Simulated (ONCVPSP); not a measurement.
An all-electron radial function and its pseudo partner (S)

Columns: radius, all-electron u(r) and pseudo u(r) of the 3p shell (level -7.41 eV) of sulfur in the configuration [Ne] 3s1 3p5; BLYP, scalar-relativistic, ONCV scheme, ONCVPSP 4.0.1.

| r (bohr) | all-electron | pseudo |
| --- | --- | --- |
| 0.072 | -0.1068 | 0.0040 |
| 0.145 | -0.2495 | 0.0160 |
| 0.217 | -0.3269 | 0.0357 |
| 0.290 | -0.3345 | 0.0633 |
| 0.362 | -0.2885 | 0.0974 |
| 0.435 | -0.2065 | 0.1383 |
| 0.507 | -0.1065 | 0.1837 |
| 0.580 | 0.0029 | 0.2337 |
| 0.652 | 0.1109 | 0.2858 |
| 0.725 | 0.2153 | 0.3404 |
| 0.798 | 0.3114 | 0.3957 |
| 0.870 | 0.3963 | 0.4498 |
| 0.942 | 0.4708 | 0.5022 |
| 1.015 | 0.5356 | 0.5523 |
| 1.088 | 0.5901 | 0.5980 |
| 1.160 | 0.6342 | 0.6374 |
| 1.232 | 0.6693 | 0.6703 |
| 1.305 | 0.6965 | 0.6967 |
| 1.378 | 0.7160 | 0.7160 |
| 1.450 | 0.7284 | 0.7284 |
| 1.522 | 0.7350 | 0.7350 |
| 1.595 | 0.7365 | 0.7364 |
| 1.668 | 0.7334 | 0.7334 |
| 1.740 | 0.7268 | 0.7267 |
| 1.812 | 0.7170 | 0.7170 |
| 1.885 | 0.7045 | 0.7045 |

Problem. How many radial nodes do the two functions have?

Solution. The all-electron 3p function has n − l − 1 = 1; the pseudo-wave has 0, since the states of the same l below it are removed with the core.

Problem. At about which radius was the pseudo-wave matched?

Solution. 1.45 bohr. The columns agree to 0.0005 from 1.30 bohr on; several derivatives are matched, so the curves merge somewhat inside the radius.

Problem. Is the pseudo-wave norm-conserving?

Solution. Yes: the ONCV scheme keeps the norm inside the radius equal to the all-electron one, which fixes the energy derivative of the logarithmic derivative at the level.
